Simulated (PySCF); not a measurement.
Gas-phase XPS of `C=[C](C)[Ge@H]([SiH3])[GeH3]`, computed

Species: C3H12Ge2Si.
Numbering: `[CH2:1]=[C:2]([CH3:3])[Ge@H:4]([SiH3:5])[GeH3:6]`

Theory: delta-SCF UKS SCAN, pcX-2 on the ionised atom, pcseg-1 elsewhere, spin-free X2C (PySCF 2.14.0). These are vertical core ionisation energies against the vacuum level, from separate self-consistent calculations with and without the core hole.

List the computed XPS lines with their assignment.

```
atom(s)                      environment     level  binding energy (eV)  2p1/2 (eV)  above the level's lowest (eV)  count
    Si5                     SiH3 silicon  Si 2p3/2               106.31      106.93                           0.00      1
     C1             terminal =CH2 carbon      C 1s               289.84           –                           0.00      1
     C2  fully substituted alkene carbon      C 1s               290.11           –                          +0.27      1
     C3                   allylic carbon      C 1s               290.71           –                          +0.87      1
    Si5                     SiH3 silicon     Si 1s              1846.01           –                           0.00      1
```

The listed C 1s values span 0.87 eV, from C1 (bonded to C (double bond) and 2 H) to C3 (bonded to C and 3 H). The widest gap between neighbouring values is 0.60 eV, between 290.11 and 290.71 eV.

Which effective nuclear charge Zeff reproduces each element's mean 1s value in the hydrogen-like formula E = 13.606 eV × Zeff²?

C (Z = 6): mean 290.2 eV, Zeff = 4.62, Z − Zeff = 1.38; Si (Z = 14): mean 1846.0 eV, Zeff = 11.65, Z − Zeff = 2.35. Means run over the listed sites, weighted by atom count.

Spin contamination (⟨S²⟩ against 0.75 for a pure doublet) is marked for C 1s of C2 (0.86), which makes this value less certain. Spin–orbit and ligand-field terms were added within each 2p shell after the spin-free SCF. 2p1/2 minus 2p3/2 (ligand field included): Si 0.62 eV. No level of germanium is listed. Geometry: PBE0-D3(BJ)/def2-SVP, one conformer, isolated molecule.

Hardware: one thread of an Arm Neoverse V2, shared host with 48 logical CPUs at a one-minute load of 11. Cost: 54 s of wall time, 0.86 GiB resident at most.

Shape of the structure used: `[CH2:1]=[C:2]([CH3:3])[Ge@H:4]([SiH3:5])[GeH3:6]`: C1–C2–Ge4–Si5 108°.
